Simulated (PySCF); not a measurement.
Cl₃Sb, charge +1, multiplicity 2. Atoms are numbered in the order given.

```xyz
4

Sb     0.0000     0.0000    -0.4350
Cl     1.8718     1.0807     0.4350
Cl    -1.8718     1.0807     0.4350
Cl     0.0000    -2.1614     0.4350
```
Charge +1, spin multiplicity 2.

Coordinates come from a B3LYP-D3(BJ)/def2-SVP optimisation. The def2 effective core potentials stand for the cores of Sb; spin–orbit coupling is left out.

Level of theory: TDA-PBE/def2-SVPD (PySCF 2.14.0).

Vertical excitations; the highest root listed may be one member of a degenerate set. The molecule is in vacuum.

Computed excitation energies, oscillator strengths and character:
```csv
state,energy (eV),λ (nm),f,main pairs
root 1,0.89,1391,0.000,β HOMO→LUMO 100 %
root 2,1.16,1065,0.001,β HOMO−1→LUMO (degenerate set)
root 3,1.16,1065,0.001,β HOMO−2→LUMO (degenerate set)
root 4,1.55,799,0.013,"β HOMO−3→LUMO, β HOMO−1→LUMO (degenerate set)"
root 5,1.55,799,0.013,"β HOMO−4→LUMO, β HOMO−2→LUMO (degenerate set)"
root 6,2.33,532,0.007,β HOMO−5→LUMO 97 %
root 7,3.75,331,0.022,β HOMO−6→LUMO (degenerate set)
root 8,3.75,331,0.022,β HOMO−7→LUMO (degenerate set)
root 9,4.31,288,0.011,α HOMO→LUMO 97 %
root 10,4.52,274,0.000,"α HOMO−1→LUMO 68 %, β HOMO→LUMO+1 31 %"
```
Unrestricted roots are not spin-pure.
